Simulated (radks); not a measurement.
Problem. These are the eigenvalues of the occupied orbitals of an atom or ion with whole-number occupations (hartree). All-electron calculation, non-relativistic Kohn-Sham, XLYP, spin-unpolarised, spherical densities, point nucleus. Program: a radial shooting solver on a logarithmic mesh with Libxc functionals.

1s: -77.19519
2s: -7.09209
2p: -5.31666
3s: -1.11113
3p: -0.75990
4f: -0.08638

Which element is it, and in what charge state? The configuration may be excited.

Solution. Z = 15, phosphorus, charge +1: P+ in [Ne] 3s2 3p1 4f1. The list shows which subshells hold electrons but not how many an open one holds; the 1s level, -77.195 hartree, gives Z - s = 12.4 by -(Z - s)^2/2, which with screening narrows Z to a few neighbours, and the depths of the outer levels then fix element, charge and occupations together.
